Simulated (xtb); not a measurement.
B(H)(Me)(NCO) (C2H4BNO), SMILES CBN=C=O. All values are semi-empirical tight-binding results from xtb (GFN2-xTB unless named), good for trends rather than for accurate numbers. Geometry optimised at GFN2-xTB. The values are those of a single conformer.

Computed properties:
```
Item                                            Value
--------------------------------------  -------------
orbital gap                                   3.97 eV
dipole moment                                  2.09 D
zero-point energy                       38.7 kcal/mol
G − E(el) at 298.15 K (modified RRHO)   20.0 kcal/mol
static polarisability (D4 model)           46.1 bohr³
solvation energy, GFN2-xTB/ALPB(water)  -1.3 kcal/mol
solvation energy, GFN2-xTB/ALPB(ether)  -4.6 kcal/mol
```

Computed IR lines (harmonic; lines under 4 % of the strongest left out, lines within 3 cm⁻¹ merged):
ν (cm⁻¹): 845 (w), 1162 (m), 2514 (vs), 2632 (w) (against the strongest line: vs over 80 %, s over 45 %, m over 15 %, w over 4 %, vw less)
